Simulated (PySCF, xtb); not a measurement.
GeH₅O₄, SMILES [OH][Ge]([OH])([OH])[OH2+], charge +1. The values are those of a single conformer.

Harmonic wavenumbers (cm⁻¹) from GFN2-xTB run with xtb at its own minimum, in rising order: 49, 136, 156, 200, 204, 206, 223, 240, 330, 373, 387, 474, 620, 701, 707, 773, 807, 812, 1392, 3465, 3479, 3518, 3520, 3535.

Question: What does B3LYP-D3(BJ)/def2-SVP in PySCF give at its own minimum? (The exact figures need the calculation; the answer reports its results.)

Answer: 85, 102, 205, 206, 226, 231, 261, 312, 324, 404, 450, 718, 722, 803, 806, 868, 892, 903, 1575, 3688, 3783, 3784, 3789, 3797. Paired by order, the mean absolute difference is 113 cm⁻¹ and the zero-point energies are 37.6 and 41.4 kcal/mol.
